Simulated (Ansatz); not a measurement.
Born–Oppenheimer molecular dynamics of CH$_{6}$O$_{2}$Si (10 atoms, charge 0, multiplicity 1). It starts from a relaxed structure.

Theory: RKS PBE0/6-31G (Ansatz).

```
ensemble        : NVT, Langevin thermostat
time step       : 1 fs
steps asked     : 250
set temperature : 700 K
friction        : 0.01 /fs
seed            : 84662
```

Frames 2 fs apart, positions in Å, forces in eV/Å.

Velocities at 40 fs (Å/ps):

```
Si -1.10 8.80 3.84
C -0.64 4.41 0.60
H 25.34 11.09 5.34
H 19.57 3.08 8.91
H 2.94 10.52 -18.56
H -2.93 19.36 -4.71
O 0.84 3.51 -3.40
H -32.81 10.81 -8.31
O -3.41 -8.88 5.22
H 2.14 15.80 33.88
```

```xyz
10
Properties=species:S:1:pos:R:3:forces:R:3 time_fs=40 energy_less_start_eV=0.565 T=400
Si -0.070 -0.018 0.047 -0.47 0.36 -0.31
C 0.059 0.339 1.887 -0.73 -3.77 0.44
H -0.983 0.513 2.126 -0.56 -0.06 0.06
H 0.409 -0.472 2.585 0.00 0.71 -0.91
H 0.507 1.222 2.094 1.93 2.95 0.65
H 0.916 0.066 -1.149 -0.23 0.18 0.99
O -1.296 1.225 -0.090 -0.07 0.44 -1.99
H -1.526 1.615 -0.983 0.18 -0.58 1.23
O -0.614 -1.605 -0.234 -0.14 -0.43 -0.27
H -1.327 -2.108 0.178 0.08 0.19 0.09
10
Properties=species:S:1:pos:R:3:forces:R:3 time_fs=42 energy_less_start_eV=0.409 T=508
Si -0.071 -0.002 0.054 -0.84 -0.31 -0.62
C 0.059 0.341 1.890 1.59 -1.11 0.67
H -0.949 0.535 2.143 -1.53 0.08 0.33
H 0.439 -0.452 2.582 -0.02 0.62 -0.79
H 0.543 1.286 2.076 0.63 0.36 0.12
H 0.897 0.118 -1.142 -0.12 0.03 0.92
O -1.294 1.234 -0.099 -0.24 0.41 -1.56
H -1.582 1.623 -0.968 0.32 -0.59 1.00
O -0.623 -1.624 -0.225 0.49 0.58 -0.37
H -1.319 -2.080 0.252 -0.27 -0.08 0.29
10
Properties=species:S:1:pos:R:3:forces:R:3 time_fs=44 energy_less_start_eV=0.403 T=507
Si -0.073 0.017 0.060 -1.49 -0.69 -0.37
C 0.063 0.343 1.898 1.12 2.37 0.15
H -0.965 0.561 2.180 -0.33 -0.11 0.04
H 0.457 -0.418 2.538 0.53 -0.50 0.32
H 0.595 1.364 2.070 -0.61 -1.83 -0.20
H 0.869 0.183 -1.105 0.26 -0.11 0.49
O -1.292 1.244 -0.110 0.05 -0.12 -0.18
H -1.637 1.621 -0.927 0.00 -0.10 -0.22
O -0.634 -1.641 -0.215 0.28 0.92 0.04
H -1.328 -2.053 0.329 0.19 0.18 -0.06
10
Properties=species:S:1:pos:R:3:forces:R:3 time_fs=46 energy_less_start_eV=0.512 T=421
Si -0.075 0.032 0.062 -2.21 -1.08 0.30
C 0.073 0.352 1.906 -0.54 3.32 -0.07
H -0.998 0.578 2.238 1.28 -0.43 -0.50
H 0.483 -0.406 2.504 0.82 -1.08 0.90
H 0.620 1.377 2.058 -0.78 -1.95 -0.12
H 0.847 0.241 -1.051 0.83 -0.16 -0.20
O -1.287 1.252 -0.122 0.09 -0.23 0.33
H -1.683 1.611 -0.911 -0.16 0.06 -0.64
O -0.646 -1.654 -0.206 0.20 1.25 0.37
H -1.327 -2.027 0.399 0.46 0.29 -0.36
10
Properties=species:S:1:pos:R:3:forces:R:3 time_fs=48 energy_less_start_eV=0.430 T=466
Si -0.081 0.049 0.065 -2.20 -1.64 0.47
C 0.083 0.370 1.913 -0.65 0.32 0.48
H -0.983 0.576 2.273 1.34 -0.41 -0.51
H 0.536 -0.433 2.501 0.03 0.15 -0.03
H 0.624 1.317 2.043 0.06 -0.19 0.21
H 0.859 0.286 -1.015 0.96 -0.22 -0.39
O -1.281 1.256 -0.131 -0.83 0.53 -0.77
H -1.735 1.599 -0.929 0.50 -0.47 0.49
O -0.661 -1.666 -0.199 0.53 1.78 0.33
H -1.297 -2.009 0.464 0.26 0.14 -0.26
10
Properties=species:S:1:pos:R:3:forces:R:3 time_fs=50 energy_less_start_eV=0.514 T=456
Si -0.089 0.063 0.066 -1.36 -1.97 0.25
C 0.092 0.394 1.924 -0.23 -3.28 0.15
H -0.929 0.556 2.297 0.23 -0.05 -0.09
H 0.583 -0.459 2.498 -0.56 1.14 -0.68
H 0.638 1.267 2.023 1.28 2.05 0.58
H 0.918 0.325 -0.995 0.43 -0.38 0.05
O -1.275 1.260 -0.140 -1.38 0.88 -1.18
H -1.773 1.575 -0.934 0.74 -0.56 0.84
O -0.672 -1.672 -0.191 1.00 2.30 -0.05
H -1.250 -1.992 0.518 -0.16 -0.14 0.14
10
Properties=species:S:1:pos:R:3:forces:R:3 time_fs=52 energy_less_start_eV=0.491 T=576
Si -0.099 0.076 0.066 -0.44 -1.90 0.32
C 0.101 0.409 1.942 2.17 -2.23 -1.00
H -0.864 0.536 2.327 -1.58 0.39 0.65
H 0.613 -0.436 2.472 -0.35 0.71 -0.36
H 0.694 1.291 2.038 0.37 0.87 0.37
H 0.986 0.369 -0.965 -0.12 -0.54 0.41
O -1.274 1.262 -0.154 -0.75 0.45 -0.06
H -1.787 1.524 -0.916 -0.13 0.02 -0.42
O -0.680 -1.672 -0.181 0.62 2.18 0.51
H -1.204 -1.983 0.593 0.22 0.05 -0.43
10
Properties=species:S:1:pos:R:3:forces:R:3 time_fs=54 energy_less_start_eV=0.532 T=512
Si -0.107 0.086 0.069 0.21 -1.58 0.63
C 0.116 0.417 1.962 2.09 0.77 -1.56
H -0.853 0.527 2.382 -0.97 0.44 0.44
H 0.627 -0.396 2.436 0.45 -0.64 0.49
H 0.767 1.346 2.082 -1.11 -1.02 -0.01
H 1.051 0.410 -0.910 -0.50 -0.66 0.51
O -1.278 1.268 -0.167 -0.42 0.28 0.36
H -1.809 1.470 -0.921 -0.56 0.22 -0.94
O -0.683 -1.665 -0.171 0.44 2.03 0.90
H -1.148 -1.982 0.651 0.38 0.17 -0.83
10
Properties=species:S:1:pos:R:3:forces:R:3 time_fs=56 energy_less_start_eV=0.562 T=433
Si -0.115 0.092 0.072 0.44 -1.26 0.98
C 0.136 0.426 1.977 0.23 1.78 -1.18
H -0.870 0.519 2.452 0.79 0.27 -0.35
H 0.657 -0.381 2.410 0.79 -1.19 0.84
H 0.801 1.372 2.114 -1.47 -1.45 -0.16
H 1.091 0.427 -0.844 -0.60 -0.67 0.38
O -1.285 1.277 -0.177 -1.32 0.53 -0.97
H -1.844 1.431 -0.962 0.37 -0.09 0.38
O -0.685 -1.651 -0.161 0.75 2.18 0.35
H -1.091 -1.975 0.671 0.01 -0.10 -0.27
10
Properties=species:S:1:pos:R:3:forces:R:3 time_fs=58 energy_less_start_eV=0.442 T=538
Si -0.119 0.096 0.077 0.28 -0.94 1.46
C 0.158 0.443 1.990 -0.32 -0.72 -0.61
H -0.849 0.520 2.494 1.08 0.10 -0.51
H 0.717 -0.406 2.409 -0.11 0.12 0.19
H 0.772 1.347 2.140 -0.47 -0.17 -0.08
H 1.110 0.416 -0.767 -0.40 -0.56 0.04
O -1.293 1.288 -0.189 -1.58 0.39 -1.63
H -1.864 1.389 -0.999 0.82 -0.12 1.05
O -0.687 -1.632 -0.149 1.08 2.39 -0.49
H -1.036 -1.971 0.678 -0.40 -0.49 0.58
10
Properties=species:S:1:pos:R:3:forces:R:3 time_fs=60 energy_less_start_eV=0.429 T=573
Si -0.122 0.097 0.087 -0.06 -0.46 1.95
C 0.182 0.455 1.997 -0.29 -3.79 -0.96
H -0.775 0.531 2.512 -0.14 -0.04 0.03
H 0.772 -0.432 2.421 -0.76 1.17 -0.34
H 0.731 1.318 2.160 1.20 1.98 0.17
H 1.120 0.390 -0.692 -0.06 -0.40 -0.35
O -1.304 1.298 -0.206 -0.49 -0.12 -0.60
H -1.857 1.341 -1.002 0.05 0.09 0.06
O -0.688 -1.606 -0.136 0.68 1.74 0.16
H -0.995 -1.987 0.707 -0.12 -0.17 -0.11
10
Properties=species:S:1:pos:R:3:forces:R:3 time_fs=62 energy_less_start_eV=0.371 T=617
Si -0.127 0.097 0.102 -0.36 0.10 2.16
C 0.208 0.457 2.003 0.66 -2.63 -1.08
H -0.709 0.547 2.539 -1.01 -0.12 0.42
H 0.803 -0.420 2.422 -0.61 1.09 -0.31
H 0.740 1.357 2.176 0.82 1.01 -0.12
H 1.123 0.346 -0.634 0.26 -0.22 -0.64
O -1.314 1.305 -0.222 0.61 -0.46 0.56
H -1.856 1.306 -0.998 -0.71 0.13 -1.00
O -0.684 -1.579 -0.121 0.21 0.79 0.99
H -0.964 -2.004 0.734 0.14 0.29 -0.98
```

Of the whole run (250 fs, mean temperature of the second half 710 K): A run of 0.25 ps of so small a system gives no equilibrium averages. Limits of this set-up: no polarisation functions.

Run time: 10 min on 1 thread of Arm Neoverse V1, with other jobs on the host, peak memory 0.11 GiB.
